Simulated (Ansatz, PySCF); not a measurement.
1-bromo-1-methylcyclopropane (C₄H₇Br), SMILES CC1(Br)CC1. Atoms are numbered in the order given.

```xyz
12

C      1.6205     1.1497     0.0000
C      0.1671     0.7619     0.0000
Br    -0.0766    -1.1746     0.0000
C     -0.8495     1.5601    -0.7563
C     -0.8495     1.5601     0.7563
H      2.1349     0.7627     0.8931
H      1.7069     2.2486     0.0000
H      2.1349     0.7627    -0.8931
H     -0.4889     2.4492    -1.2851
H     -1.6557     1.0226    -1.2620
H     -0.4889     2.4492     1.2851
H     -1.6557     1.0226     1.2620
```
Charge 0, spin multiplicity 1.

Geometry optimised at r2SCAN-D4/def2-SVP.

Two levels are set side by side: PBE-D3(BJ)/def2-SVP (Ansatz, an electronic-structure program) and r2SCAN-D4/def2-SVP (Ansatz). Each level has its own optimised geometry; the coordinates shown are those of the second. Frequencies come from the Hessian of PySCF at each geometry. Differences are taken from unrounded values.

| quantity | r2SCAN-D4 | PBE-D3(BJ) | PBE-D3(BJ) minus r2SCAN-D4 |
|---|---|---|---|
| mean bond length (Å) | 1.304 | 1.311 | 0.007 |
| bond C1–C2 (Å) | 1.504 | 1.509 | 0.005 |
| bond C2–Br3 (Å) | 1.952 | 1.957 | 0.005 |
| bond C2–C4 (Å) | 1.498 | 1.505 | 0.008 |
| bond C2–C5 (Å) | 1.498 | 1.505 | 0.008 |
| bond C4–C5 (Å) | 1.513 | 1.518 | 0.006 |
| bond C1–H6 (Å) | 1.101 | 1.108 | 0.007 |
| bond C1–H7 (Å) | 1.102 | 1.110 | 0.007 |
| bond C1–H8 (Å) | 1.101 | 1.108 | 0.007 |
| bond C4–H9 (Å) | 1.096 | 1.102 | 0.007 |
| bond C4–H10 (Å) | 1.093 | 1.100 | 0.007 |
| bond C5–H11 (Å) | 1.096 | 1.102 | 0.007 |
| bond C5–H12 (Å) | 1.093 | 1.100 | 0.007 |
| highest harmonic wavenumber (cm⁻¹) | 3236 | 3166 | -70 |
| mean harmonic wavenumber (cm⁻¹) | 1449 | 1412 | -37 |
| zero-point energy (kcal/mol) | 62.13 | 60.55 | -1.58 |
